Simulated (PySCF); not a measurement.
TeFI, SMILES F[Te]I. Heavy atoms are numbered as in [Te:1]([F:2])[I:3].

Geometry: B3LYP-D3(BJ)/def2-TZVP. The def2 effective core potentials stand for the cores of I, Te; spin–orbit coupling is left out.

The numbers are results of M06-2X/def2-TZVPD (PySCF), not measurements.

Mulliken values depend strongly on the basis, most of all with diffuse functions as here. ESP charges are fitted to the potential on shells at 1.4 to 2.0 van der Waals radii. Atomic charges (e), one atom of each kind:

| atom | Mulliken | ESP fit |
|---|---|---|
| Te1 | 0.56 | [?] |
| F2 | -0.49 | [?] |
| I3 | -0.07 | [?] |

**Question.** Fill in the missing entries. (An estimate is asked for; the answer gives what the named calculation found.)

**Answer.** 
- Te1, ESP fit: 0.29
- F2, ESP fit: -0.23
- I3, ESP fit: -0.05
